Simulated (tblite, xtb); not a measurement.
Cl3Ga, singlet, geometry from GFN2-xTB (such geometries of metal compounds can be far from the true shape). Base run: GFN1-xTB in xtb.

Input for xtb:
```
$ xtb mol.xyz --gfn 1 --json

# file mol.xyz
4

Ga     0.00000000     0.00000000    -0.00000000
Cl    -1.75999983    -1.10581726    -0.20820478
Cl     0.10032532     1.95214694    -0.73677512
Cl     1.65967451    -0.84632969     0.94497990
```

Programs used: tblite, xtb; a row that names a program was run with it.

The base run was repeated with changes; each row names its change, and settings that it needs were set with it.

| change | ΔE vs base (kJ/mol) | HOMO-LUMO gap (eV) | SCF cycles |
|---|---|---|---|
| base | 0.00 | 6.20 | 7 |
| etemp = 3000 | 0.00 | 6.20 | 7 |
| etemp = 1000 | 0.00 | 6.20 | 7 |
| etemp = 10000 | -21.42 | 6.23 | 7 |
| program = tblite; method = gfn1; option = (--guess, eeq) | 0.00 | - | - |
| program = tblite; method = gfn1; option = (--etemp, 2000) | 0.00 | - | - |
| acc = 1000 | 0.00 | 6.20 | 5 |
| etemp = 5000 | -0.26 | 6.20 | 7 |
